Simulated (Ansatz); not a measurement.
A structure relaxed at PBE-D4/def2-SVP in Ansatz, charge -1, singlet:

```xyz
9

Ir   -0.487   -1.085    1.448
Ge    1.624   -1.974    0.674
Ge    2.374   -0.352   -1.074
Ge    0.658    1.530   -1.555
Ge   -0.891    1.526    1.209
Ge   -1.907    1.222   -1.334
Ge   -2.575   -0.433    0.416
Ge    1.530    0.638    1.356
Ge   -0.324   -1.071   -1.142
```

Task: Give its formula and point group.

Result: the cluster Ge₈Ir⁻. Point group Cs (tolerance 0.1 Å).

Task: Summarise the bond lengths by kind (pairs closer than 1.2 times the sum of covalent radii, bridged metal pairs left out).

Result: 14 × Ge–Ge 2.50 to 2.81 Å; 5 × Ge–Ir 2.42 to 2.65 Å. The metal has 5 neighbours: Ge 2.42 Å, Ge 2.65 Å, Ge 2.42 Å, Ge 2.65 Å, Ge 2.60 Å.

In the def2 sets Ir takes a core potential; there is no spin–orbit coupling. Another isomer (singlet) lies 0.89 eV lower at PBE0-D4/def2-SVP; other spin states weren't run for this one.
